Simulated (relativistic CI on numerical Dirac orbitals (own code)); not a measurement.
## Eu²⁺ (4f7) in a crystal field

Calculated by Dirac-Coulomb-Breit CI, separate exchange-only KLI orbitals for each configuration, model QED (radiative potential, 1s self-energy scaled to tabulated hydrogen-like ionisation energies), one configuration in a parametric crystal field, unscaled Slater integrals (own radial code). With so little scaling, terms lie 10 to 35 % too far apart, which can change the order of excited levels.

Field parameters in Wybourne normalisation. The field is a parameter set, without covalency.

S is read from ⟨S²⟩ = S(S + 1).

Powder χT (cm³ K mol⁻¹) by Van Vleck's formula, with temperature-independent terms:

| Field | 2 K | 5 K | 10 K | 20 K | 50 K | 100 K | 200 K | 300 K |
| --- | --- | --- | --- | --- | --- | --- | --- | --- |
| D3h, B20 = 220, B40 = -70, B60 = -200, B66 = 390 cm⁻¹ | 7.86 | 7.86 | 7.86 | 7.86 | 7.86 | 7.86 | 7.86 | 7.86 |
| D4h, B20 = 980, B40 = 840, B44 = -60, B60 = 280, B64 = -260 cm⁻¹ | 7.85 | 7.85 | 7.86 | 7.86 | 7.86 | 7.86 | 7.86 | 7.86 |

Q: For D4h, B20 = 980, B40 = 840, B44 = -60, B60 = 280, B64 = -260 cm⁻¹: what effective moment follows at 300 K?

A: μ_eff = √(8χT) = 7.93 μB. The LS value g√(J(J + 1)) of the free ion's 8S°_7/2 level is 7.94 μB.
